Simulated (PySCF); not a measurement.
Spectroscopy problems

PySCF 2.14.0 with density-fitted response routines calculation with structure optimised with GFN2-xTB and shielding tensors at PBE0/pcSseg-1 (GIAO); no solvent model, fast rotation and ring inversion assumed for equivalent nuclei, single conformer, relativity neglected.

Chemical shifts δ = σref − σ; TMS for ¹H (σref 31.72) and ¹³C (σref 186.93), all at this level. Splittings of carbon signals by F and P are missing where no couplings were computed. Where no couplings were computed, multiplicities follow the n + 1 count of equivalent neighbours, and m marks all less simple cases (inequivalent or close neighbours, rings, F or P nearby). Shifts are as computed. Against solution values, carbons near 30 ppm lie about +3 ppm off and those near 130 ppm about +5 ppm. Of 1211 compounds with measured shifts, 218 miss one by over three times the rms of a fit or turn the order of signals round; such compounds aren't used in these exercises.

Question: C6H10F3P. ¹H NMR (400 MHz, computed): δ 2.00 (m, 4H), 1.77 (m, 4H), 1.47 (m, 2H). ¹³C{¹H} NMR (computed): δ 142.0 (C), 31.5 (CH2), 27.2 (CH2), 25.3 (CH2). What is it?

Answer: `C1CCP(C(F)(F)F)CC1`. 4 carbon signals for 6 carbons: some carbons are equivalent by symmetry or fast rotation. Carbon types of the structure: 1 × C, 5 × CH2, which accounts for all hydrogens. δC 142.0: CF3 carbon; 3 electronegative neighbours deshield it. δC 31.5, 27.2: sp3 CH2 in a ring; saturated and bonded to C and H only. δC 25.3: sp3 CH2 bonded to P. δH 2.00: hydrogen on an sp3 CH2 bonded to P.

The shifts were computed for this structure.

Question: C6H10F3P. ¹H NMR (400 MHz, computed): δ 9.10 (m, 1H), 1.41 (s, 9H). ¹³C{¹H} NMR (computed): δ 222.2 (CH), 139.7 (C), 43.6 (C), 34.0 (CH3). What is it?

Answer: `CC(C)(C)/C=P\C(F)(F)F`. 4 carbon signals for 6 carbons: some carbons are equivalent by symmetry or fast rotation. Carbon types of the structure: 2 × C, 1 × CH, 3 × CH3, which accounts for all hydrogens. δC 222.2: carbon double-bonded to a heavier main-group atom. δC 139.7: CF3 carbon; 3 electronegative neighbours deshield it. δC 43.6: quaternary sp3 carbon; saturated and bonded to C and H only. δH 9.10: hydrogen on a carbon double-bonded to a heavier main-group atom.

The data come from this structure; uniqueness wasn't tested.
